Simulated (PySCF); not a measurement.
BFH4OSi, SMILES OB(F)[SiH3].

Geometry optimised at PBE-D3(BJ)/def2-SVP. One conformer was computed; it need not be the lowest.

Computed with TDDFT-PBE0/def2-SVPD run with PySCF.

Vertical excitations. Gas-phase values at a fixed geometry. State labels are in the subgroup Cs.

```tsv
state	symmetry	energy (eV)	λ (nm)	f	main pairs
S1	A"	6.79	183	0.029	HOMO→LUMO 95 %
S2	A"	7.61	163	0.012	HOMO−1→LUMO 96 %
S3	A'	7.82	159	0.046	HOMO→LUMO+1 76 %, HOMO−2→LUMO 20 %
S4	A'	7.90	157	0.169	HOMO−2→LUMO 70 %, HOMO→LUMO+1 21 %
S5	A'	8.40	148	0.010	HOMO→LUMO+2 63 %, HOMO→LUMO+3 23 %
S6	A"	8.66	143	0.000	HOMO−4→LUMO 97 %
S7	A'	8.74	142	0.031	HOMO−1→LUMO+1 52 %, HOMO→LUMO+3 33 %, HOMO→LUMO+2 11 %
S8	A'	8.76	142	0.058	HOMO−1→LUMO+1 40 %, HOMO→LUMO+3 38 %, HOMO→LUMO+2 15 %
S9	A"	8.77	141	0.071	HOMO−2→LUMO+1 92 %
S10	A'	9.05	137	0.256	HOMO−3→LUMO 75 %, HOMO→LUMO+4 12 %
T1	A"	5.43	228	0	HOMO→LUMO 98 %
T2	A'	6.98	178	0	HOMO−2→LUMO 92 %
T3	A"	7.24	171	0	HOMO−1→LUMO 95 %
T4	A'	7.46	166	0	HOMO→LUMO+1 39 %, HOMO−3→LUMO 38 %, HOMO→LUMO+2 10 %, HOMO→LUMO+3 8 %
```
Triplets are in the Tamm–Dancoff approximation, which puts them higher than full response would, so one can lie above its singlet here.
